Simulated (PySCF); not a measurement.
AlFH₄N₂, SMILES [F][Al]([NH2])[NH2].

Coordinates come from a PBE0-D3(BJ)/def2-SVP optimisation. The values are those of a single conformer.

These are TDDFT-ωB97X/def2-SVPD in PySCF 2.14.0 values and carry that method's errors.

Vertical excitations.  State labels are in the subgroup C2v.

```json
[
 {"state": "S1", "symmetry": "A2", "energy (eV)": "6.01", "λ (nm)": "206", "f": "0.000", "main pairs": "HOMO→LUMO 87 %"},
 {"state": "S2", "symmetry": "B1", "energy (eV)": "6.71", "λ (nm)": "185", "f": "0.180", "main pairs": "HOMO−1→LUMO 81 %"},
 {"state": "S3", "symmetry": "A2", "energy (eV)": "7.91", "λ (nm)": "157", "f": "0.000", "main pairs": "HOMO→LUMO+2 87 %"},
 {"state": "S4", "symmetry": "B2", "energy (eV)": "8.13", "λ (nm)": "153", "f": "0.145", "main pairs": "HOMO→LUMO+1 95 %"},
 {"state": "S5", "symmetry": "B1", "energy (eV)": "8.27", "λ (nm)": "150", "f": "0.000", "main pairs": "HOMO−1→LUMO+2 41 %, HOMO→LUMO+3 38 %, HOMO−1→LUMO+4 7 %"},
 {"state": "S6", "symmetry": "A2", "energy (eV)": "8.60", "λ (nm)": "144", "f": "0.000", "main pairs": "HOMO→LUMO+4 55 %, HOMO−1→LUMO+3 32 %"},
 {"state": "S7", "symmetry": "B1", "energy (eV)": "8.69", "λ (nm)": "143", "f": "0.000", "main pairs": "HOMO−1→LUMO+2 39 %, HOMO→LUMO+3 24 %, HOMO−1→LUMO+4 20 %, HOMO→LUMO+5 8 %"},
 {"state": "S8", "symmetry": "A2", "energy (eV)": "8.70", "λ (nm)": "143", "f": "0.000", "main pairs": "HOMO→LUMO+7 32 %, HOMO→LUMO+10 22 %, HOMO→LUMO+6 18 %, HOMO−1→LUMO+5 9 %"},
 {"state": "T1", "symmetry": "A2", "energy (eV)": "5.80", "λ (nm)": "214", "f": "0", "main pairs": "HOMO→LUMO 83 %"},
 {"state": "T2", "symmetry": "B1", "energy (eV)": "6.39", "λ (nm)": "194", "f": "0", "main pairs": "HOMO−1→LUMO 74 %, HOMO→LUMO+3 15 %"},
 {"state": "T3", "symmetry": "B2", "energy (eV)": "7.13", "λ (nm)": "174", "f": "0", "main pairs": "HOMO→LUMO+1 92 %"},
 {"state": "T4", "symmetry": "A2", "energy (eV)": "7.83", "λ (nm)": "158", "f": "0", "main pairs": "HOMO→LUMO+2 81 %"}
]
```
Triplets are in the Tamm–Dancoff approximation, which puts them higher than full response would, so one can lie above its singlet here.
